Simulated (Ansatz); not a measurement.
`[OH][GeH]([OH])[Cl]` + H• → `[OH][Ge]([OH])[Cl]`• + H₂  (hydrogen abstraction from a Ge–H bond)

Computed with Ansatz on PBE0-D4/def2-TZVP structures; ΔE is electronic, products minus reactants. CCSD(T)/CBS adds triple-zeta CCSD(T) − MP2 to the extrapolated MP2 energy (def2 sets, frozen cores). This one scheme is used for every species, atoms too. DFT in def2-TZVPP. B3LYP here is the variant with VWN-RPA as its local correlation; programs differ in this. No spin–orbit coupling; open shells (•) take unrestricted orbitals. Bonds to Ge are less sure, by a few kJ/mol each and by 10 to 20 or more in all where they break to atoms, as the def2 sets lack core-valence functions. Scalar relativity is left out up to krypton. Each species was taken in one conformer, which may not be the lowest.

CCSD(T)/CBS gives -0.82 eV.

Task: Another level gave -1.13 eV. Which?
A. B2PLYP/def2-TZVPP
B. MP2/def2-TZVPP
C. CCSD/def2-TZVPP
D. B3LYP/def2-TZVPP

Result: D. B3LYP -1.13, CCSD/def2-TZVPP -0.82, B2PLYP -0.97, MP2/def2-TZVPP -0.70 eV.

Largest T1 diagnostic among the species: 0.014.

From PBE to PBE0 (25 % exact exchange), in def2-TZVPP and without D4, ΔE moves by +0.16 eV. In def2-TZVPP, CCSD(T) changes the Hartree–Fock value by −0.30 eV (the triples alone add −0.01 eV) and MP2 by −0.18 eV.
